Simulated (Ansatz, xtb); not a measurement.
## C3H8GeO: which of two isomers lies lower

We compare I, `O=CC[CH2][GeH3]`, a singlet, with II, `[CH3][Ge@@H]1[CH2]C[O]1`, a singlet. Both are isolated molecules in the gas phase, relaxed with B3LYP/def2-SVP; each stands in its lowest conformer found.

I (Å):

```xyz
13

C    -1.1744   -3.7518   -0.2720
C    -1.9626   -2.5275   -0.6684
C    -1.2855   -1.1936   -0.3525
Ge    0.4996   -0.9091   -1.1863
O    -0.0361   -3.7333    0.1280
H    -1.7238   -4.7244   -0.3833
H    -2.1777   -2.6354   -1.7505
H    -2.9551   -2.6105   -0.1836
H    -1.1552   -1.0876    0.7364
H    -1.9369   -0.3677   -0.6769
H     0.5609    0.5423   -1.7245
H     0.6844   -1.8659   -2.3850
H     1.6497   -1.0994   -0.1830
```

II (Å):

| atom | x (Å) | y (Å) | z (Å) |
| --- | --- | --- | --- |
| C | -2.5977 | -1.9324 | 2.0025 |
| C | -0.5395 | 0.3300 | 0.4570 |
| C | 0.7371 | -0.5523 | 0.5206 |
| Ge | -1.1049 | -0.6678 | 2.0751 |
| O | 0.5039 | -1.4235 | 1.6415 |
| H | -3.5540 | -1.4044 | 2.1439 |
| H | -2.4933 | -2.6802 | 2.8038 |
| H | -2.6111 | -2.4505 | 1.0327 |
| H | -1.0647 | 0.0665 | 3.4399 |
| H | -0.3678 | 1.4087 | 0.5808 |
| H | -1.1658 | 0.1657 | -0.4322 |
| H | 1.6511 | 0.0498 | 0.6826 |
| H | 0.8922 | -1.1455 | -0.4000 |

Energies in hartree; the thermal terms are from GFN2-xTB frequencies at re-optimised GFN2-xTB minima (ideal gas, soft modes damped towards free rotors, one conformer each, 298.15 K, 1 atm) and include the zero-point energy:

```
                               I            II
E, CCSD(T)/def2-SVP  −2268.971949  −2268.976296
    E, MP2/def2-SVP  −2268.898688  −2268.906886
  E, MP2/def2-TZVPP  −2269.549441  −2269.573379
  zero-point energy      0.095330      0.099353
       H(298 K) − E      0.103307      0.107584
       G(298 K) − E      0.063977      0.067605
```

Question: Correct the CCSD(T) difference for the basis set by the MP2 change, then work out ΔE, ΔE₀, ΔH and ΔG for I → II in kJ/mol (1 Eh = 2625.50 kJ/mol) and the equilibrium ratio [II]/[I].

Answer: 1. Differences II − I: CCSD(T) −0.004347, MP2 in the small set −0.008198, MP2 in the large set −0.023938 Eh.
2. ΔE = −0.004347 + (−0.023938 − (−0.008198)) = −0.020087 Eh = −52.74 kJ/mol.
3. ΔE₀ = ΔE + ΔZPE = −0.020087 + (+0.004023) Eh = −42.18 kJ/mol.
4. ΔH = ΔE + (+0.004277) Eh = −41.51 kJ/mol.
5. ΔG = ΔE + (+0.003628) Eh = −43.21 kJ/mol, so ΔS = (ΔH − ΔG)/T = +5.7 J/(mol K).
6. kT = 0.9442 mEh, so K = [II]/[I] = exp(−ΔG/kT) = exp(+17.43) ≈ 3.7 × 10^7.

Structure II is favoured at this temperature. An error of 4 kJ/mol in ΔG would change K by a factor of 5. The basis-set step is large, which makes the value less sure. Mirror images and further conformers aren't counted.

As drawn, II has 1 C–Ge, 1 C–O, 1 Ge–O, 2 C–H in place of 1 C=O, 1 C–C, 2 Ge–H. Structure I has no ring, II a 4-membered ring.

Other levels gave ΔE = −22.6 (B3LYP/def2-SVP); −11.4 (HF/def2-SVP); −21.5 (MP2/def2-SVP); −11.4 (CCSD(T)/def2-SVP) kJ/mol. The correlated steps freeze 13 core orbitals; the filled d shell of Ge is correlated, in a basis made for valence electrons. Programs: Ansatz 0.2.0, xtb 6.7.1.
